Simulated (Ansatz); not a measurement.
```yaml
crystal:
  periodic: [false, false, false]
  atoms:
    - {symbol: C, position_ang: [-0.883921, -1.567799, -0.969153]}
    - {symbol: C, position_ang: [-0.172315, -1.316901, 0.346263]}
    - {symbol: C, position_ang: [1.313584, -1.606235, 0.262974]}
    - {symbol: O, position_ang: [-0.374741, 0.013982, 0.759785]}
    - {symbol: Ti, position_ang: [-0.208565, 1.725273, 0.312884]}
    - {symbol: O, position_ang: [0.686048, 1.857822, -1.253773]}
    - {symbol: O, position_ang: [-1.833867, 2.485805, 0.111797]}
    - {symbol: O, position_ang: [0.726080, 2.567696, 1.612555]}
    - {symbol: H, position_ang: [-0.459835, -0.934605, -1.753279]}
    - {symbol: H, position_ang: [-1.948665, -1.343457, -0.879147]}
    - {symbol: H, position_ang: [-0.777255, -2.612111, -1.271949]}
    - {symbol: H, position_ang: [-0.616634, -1.954276, 1.122364]}
    - {symbol: H, position_ang: [1.772374, -0.986558, -0.512323]}
    - {symbol: H, position_ang: [1.488591, -2.655531, 0.014018]}
    - {symbol: H, position_ang: [1.799421, -1.389564, 1.215911]}
    - {symbol: H, position_ang: [1.589728, 2.137709, -1.403220]}
    - {symbol: H, position_ang: [-2.700818, 2.155646, 0.348684]}
    - {symbol: H, position_ang: [0.563092, 3.434301, 1.987207]}
basis:
  gaussian: {orbitals: cc-pVTZ-DK, fitting: {mean_field: cc-pVTZ-jkfit}, point_charges: [{charge: 0.50, position_ang: [5.025, 0.206, -0.203]}]}
hamiltonian: {xc: {name: HF}}
correlation: {method: mp2, frozen_orbitals: {C: 0}}
accuracy: high
output: {forces: true}
```

```sh
$ ansatz run in.yaml --threads 4 --pin off --events-out ev --progress --plain --max-ram 66560MiB --backend cuda --devices 0, --max-vram 37GiB
```

It prints (some lines left out):

```
Functional definition: HF
Error: "frozen_orbitals" has no count for O
```

(1) Something in this input is off. What?

Results:

(1) Frozen orbitals are typed for one element alone, and the program wants a count for each. The input was rejected before any iteration.
